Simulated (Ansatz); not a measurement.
Consider the substitution at a C–O bond: `COCBF` + `[NH2][In]([OH])[SH]` → `C[O][In]([NH2])[SH]` + `OCBF`.

Gas-phase electronic energies from Ansatz, PBE0-D4/def2-TZVP geometries. CCSD(T)/CBS adds triple-zeta CCSD(T) − MP2 to the extrapolated MP2 energy (def2 sets, frozen cores). This one scheme is used for every species. Functionals use def2-TZVPP. Elements past krypton have def2 core potentials. For In outer-core shells are correlated without core-valence functions, which leaves a few kJ/mol of doubt a bond. One conformer a species, not always the lowest.

`COCBF`:

```xyz
11

C     0.223    0.797    1.324
O     0.131    1.129   -0.032
C    -0.510    0.121   -0.782
B     0.349   -1.163   -1.049
F    -0.202   -2.148   -1.742
H    -0.773    0.684    1.778
H     0.780   -0.138    1.482
H     0.752    1.606    1.828
H    -1.489   -0.142   -0.344
H    -0.749    0.558   -1.763
H     1.487   -1.304   -0.699
```

`[NH2][In]([OH])[SH]`:

Z-matrix (Å, degrees):
```
N
In 1 2.011
H 1 1.010 2 116.5
H 1 1.011 2 114.7 3 -129.0
O 2 1.981 1 115.3 3 153.0
S 2 2.379 1 125.8 3 -33.0
H 5 0.960 2 113.4 1 173.8
H 6 1.344 2 93.3 1 2.1
```

`C[O][In]([NH2])[SH]`:

Z-matrix (Å, degrees):
```
C
O 1 1.400
H 1 1.100 2 112.9
H 1 1.096 2 108.6 3 -118.8
H 1 1.100 2 112.9 3 122.4
In 2 1.984 1 122.0 3 -61.6
S 6 2.376 2 117.3 1 0.2
N 6 2.008 2 115.6 1 174.5
H 7 1.344 6 92.2 2 -1.8
H 8 1.010 6 116.4 2 155.1
H 8 1.011 6 114.8 2 25.9
```

`OCBF`:

Z-matrix (Å, degrees):
```
C
B 1 1.555
O 1 1.411 2 117.0
H 1 1.103 2 107.6 3 -124.2
H 1 1.103 2 107.6 3 124.3
F 2 1.328 1 118.7 3 -0.3
H 2 1.198 1 123.6 3 179.8
H 3 0.961 1 108.5 2 0.9
```

Question: Is it downhill or uphill in electronic energy at CCSD(T)/CBS, and by how much? (Best estimate.)

Answer: Computed: Uphill: ΔE = +3.2 kcal/mol.

Question: What do these levels give: PBE-D4, r2SCAN-D4, ωB97M-V, B2PLYP, PBE, HF/def2-TZVPP? (Best estimate.)

Answer: The calculation gave: PBE-D4 2.8, r2SCAN-D4 3.1, ωB97M-V 3.6, B2PLYP 3.6, PBE 3.0, HF/def2-TZVPP 4.0 kcal/mol.

Largest T1 diagnostic among the species: 0.015.
